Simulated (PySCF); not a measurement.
```xyz
5
charge 0 multiplicity 1, angstrom
Os    0.0000    0.0000    0.0000
Se    2.3312    0.0000    0.0000
Se    0.0000    2.3312    0.0000
Se   -2.3312    0.0000    0.0000
Se    0.0000   -2.3312    0.0000
```

These are results of PySCF, B3LYP, basis Os def2-SVP with ECP60, Se def2-SVP (scalar-relativistic core potentials, no spin–orbit coupling, density fitting), not measurements.

This geometry of OsSe₄ is a stationary point at this level.

(1) What is the point group?

(2) Is it a minimum?

(3) List the harmonic modes with their infrared intensities.

(4) What are the dipole moment and the gap between the highest occupied and lowest empty levels?

Results:

(1) D4h.

(2) No: it has 4 imaginary modes, at 299i cm⁻¹ (eu), 47i cm⁻¹ (a2u), 39i cm⁻¹ (b2u).

(3) 
```tsv
symmetry	ω (cm⁻¹)	IR (km/mol, summed over degenerate members)
eu	299i	–
a2u	47i	–
b2u	39i	–
b2g	124	0.0
b1g	254	0.0
eu	259	74.4
a1g	275	0.0
```

(4) 0.00 D and 1.57 eV.

Stability towards spin polarisation was not tested. This need not be the most stable arrangement of these atoms. With an element this heavy the missing spin–orbit coupling can shift these numbers.
